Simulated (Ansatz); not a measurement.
Computed with Ansatz on PBE0-D4/def2-TZVP structures; ΔE is electronic, products minus reactants. CBS: MP2 limit from def2 TZ/QZ plus the TZ coupled-cluster correction, frozen cores. This one scheme is used for every species. Functionals use def2-TZVPP. B3LYP here is the variant with VWN-RPA as its local correlation; programs differ in this. Each species was taken in one conformer, which may not be the lowest.

`B[SiH]([SiH3])O[SiH3]` + H₂ → `B[SiH2][SiH3]` + silanol  (hydrogenolysis of the Si–O bond)

| level | ΔE (kJ/mol) | difference from CCSD(T)/CBS |
| --- | --- | --- |
| PBE-D4 | 64.7 | -8.8 |
| r2SCAN-D4 | 73.1 | -0.4 |
| B3LYP-D4 | 77.6 | 4.1 |
| ωB97M-V | 71.5 | -2.0 |
| B2PLYP | 69.3 | -4.2 |
| B3LYP | 63.4 | -10.1 |
| HF/def2-TZVPP | 67.2 | -6.3 |
| HF/def2-QZVPP | 69.3 | -4.2 |
| SCS-MP2/def2-QZVPP | 76.7 | 3.2 |
| MP2/CBS(def2) | 78.9 | 5.4 |
| CCSD(T)/CBS | 73.5 | 0 |

Largest T1 diagnostic among the species: 0.014.

In def2-TZVPP, CCSD(T) changes the Hartree–Fock value by +3.1 kJ/mol (the triples alone add +1.8 kJ/mol) and MP2 by +8.5 kJ/mol. The D4 term adds +14.1 kJ/mol with B3LYP and +8.2 kJ/mol with PBE0; it sums over pairs of atoms, weighted by their polarisabilities, and B3LYP, whose exchange is more repulsive, gets the larger term.
